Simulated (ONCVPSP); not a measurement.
**Before and after: ONCV potential for ruthenium**

ONCVPSP 4.0.1 input, shortened (lines: element, Z, core and valence counts, functional; n l f; lmax; l rc ep ncon nbas qcut; lloc lpopt rc5 dvloc0; l nproj debl; icmod fcfact rcfact), PBE, scalar-relativistic:

```
  Ru 44.00    8    2        4      upf
    1    0    2.00
    2    0    2.00
    2    1    6.00
    3    0    2.00
    3    1    6.00
    3    2   10.00
    4    0    2.00
    4    1    6.00
    4    2    7.00
    5    1    1.00
    2
    0    3.05    0.17    4    9    2.30
    1    3.85    0.00    4    7    2.00
    2    1.70    0.00    4    9    8.60
    4    5    1.10    1.00
    0    2    2.80
    1    3    1.10
    2    2    1.60
    3    5.25    1.45
```

In the s channel the program set the typed energies aside and used 0.050, 2.850 Ha.

Change: p: qcut 2.4.

Cutoffs: the cutoffs (Ha) at which the residual kinetic energy of the hardest occupied pseudo-wave falls to 1 and 0.1 mHa per electron; they do not see the model core or the augmentation charge, which bear on the density cutoff. Errors are all-electron minus pseudo energies relative to the spin-unpolarised reference configuration.

Q: Predict the effect on cutoff, ghosts and configuration errors.

A: The potential gets neither clearly harder nor softer (24 Ha and 29 Ha → 24 Ha and 29 Ha); both files keep a bound ghost (s); the number of tests with a reliable result goes from 3 to 4; the errors of the 3 common tests hardly move; the range in which the p phases agree narrows (upper end at the end of the scan → 3.2).

```csv
quantity,base,changed
"cutoff, loose",24 Ha,24 Ha
"cutoff, tight",29 Ha,29 Ha
loose cutoff by channel,"p 0.8 Ha, d 24 Ha","p 0.9 Ha, d 24 Ha"
bound ghosts,s,s
GHOST(+) flags under 300 eV,"p at 4.4 eV, s at 98.6 eV","p at 6.6 eV, s at 98.6 eV"
tests with a reliable result,3 of 4,4 of 4
"error for 4d7 5s1 5p0, meV [ΔE -3.46 eV]",+20,+19
"error for 4d7 5p0, meV [ΔE 3.83 eV]",-9.4,-9.2
"error for 4d6 5s1 5p1, meV [ΔE 2.19 eV]",-28,-29
s: phases at 3.09 bohr within 0.05 rad from the reference energy up to (Ha; the scan ends near 5),1.2,1.2
p: phases at 3.91 bohr within 0.05 rad from the reference energy up to (Ha; the scan ends near 5),to the end of the scan,3.2
d: phases at 1.72 bohr within 0.05 rad from the reference energy up to (Ha; the scan ends near 5),to the end of the scan,to the end of the scan
"rms error of d²Exc/dni dnj with the model core, mHa",0.37,0.36
```

 A true bound ghost makes a file unfit for plane-wave use even where its test errors are small: the radial tests pick states by their node count and pass the ghost by.
